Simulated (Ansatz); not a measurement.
Compare A (`NC(N)(O)[SiH3]`) with its isomer B (`N[SiH2]NCO`).

Gas-phase electronic energies from Ansatz, PBE0-D4/def2-TZVP geometries. CCSD(T)/CBS is the MP2 limit (def2-TZVPP, def2-QZVPP) plus CCSD(T) − MP2 in def2-TZVPP, frozen cores. Functionals use def2-TZVPP. B3LYP here is the variant with VWN-RPA as its local correlation; programs differ in this. Each species was taken in one conformer, which may not be the lowest.

A:

```xyz
13

N    -0.163   -0.007   -1.558
C    -0.091    0.371   -0.181
N    -1.416    0.804    0.193
O     0.717    1.520    0.091
Si    0.529   -1.117    0.869
H    -0.498    0.779   -2.108
H     0.727   -0.320   -1.922
H    -2.087    0.060    0.058
H    -1.440    1.121    1.153
H     1.636    1.286   -0.066
H     1.911   -1.519    0.465
H    -0.380   -2.282    0.710
H     0.554   -0.697    2.295
```

B:

Z-matrix (Å, degrees):
```
Si
N 1 1.716
N 1 1.709 2 108.9
H 1 1.493 2 103.2 3 125.4
H 1 1.491 2 116.3 3 -116.4
C 2 1.429 1 126.4 3 -146.2
H 2 1.009 1 119.0 3 45.2
H 3 1.006 1 122.5 2 60.7
H 3 1.006 1 120.5 2 -145.5
O 6 1.410 2 113.0 1 123.9
H 6 1.094 2 112.2 1 -118.3
H 6 1.098 2 108.0 1 0.6
H 10 0.962 6 107.2 2 -53.8
```

(1) Which isomer does CCSD(T)/CBS put lower? Give the gap. (An estimate is asked.)

(2) Give E(B) − E(A) in kJ/mol with ωB97M-V, HF/def2-TZVPP, B2PLYP, B3LYP-D4, r2SCAN-D4, CCSD(T)/def2-TZVPP, CCSD/def2-TZVPP. (Best estimate.)

Largest T1 diagnostic: 0.012.

## Answers

(1) The calculation gave: B, by 178.8 kJ/mol.

(2) Computed: ωB97M-V -175.1, HF/def2-TZVPP -200.9, B2PLYP -182.5, B3LYP-D4 -176.5, r2SCAN-D4 -171.1, CCSD(T)/def2-TZVPP -175.6, CCSD/def2-TZVPP -181.0. None reverses the order clearly.

From PBE to PBE0 (25 % exact exchange), in def2-TZVPP and without D4, E(B) − E(A) moves by −10.5 kJ/mol. In def2-TZVPP, CCSD(T) changes the Hartree–Fock value by +25.3 kJ/mol (the triples alone add +5.4 kJ/mol) and MP2 by +18.3 kJ/mol.
